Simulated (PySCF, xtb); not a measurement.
C2H5IZn, SMILES C[CH2][Zn][I]. One conformer was computed; it need not be the lowest.

Harmonic wavenumbers (cm⁻¹) from GFN2-xTB run with xtb at its own minimum, in rising order: 20, 39, 176, 218, 220, 435, 626, 949, 1002, 1054, 1227, 1236, 1421, 1481, 1497, 1507, 2984, 2984, 3005, 3008, 3012.

### Question
What does PBE-D3(BJ)/def2-SVP (PySCF) give at its own minimum? (Estimate from the structure and the level; the computed values follow.)

### Answer
58, 83, 196, 238, 255, 527, 619, 909, 937, 1019, 1157, 1201, 1347, 1384, 1423, 1429, 2955, 2976, 3027, 3031, 3055. Paired by order, the mean absolute difference is 45 cm⁻¹ and the zero-point energies are 40.2 and 39.8 kcal/mol.
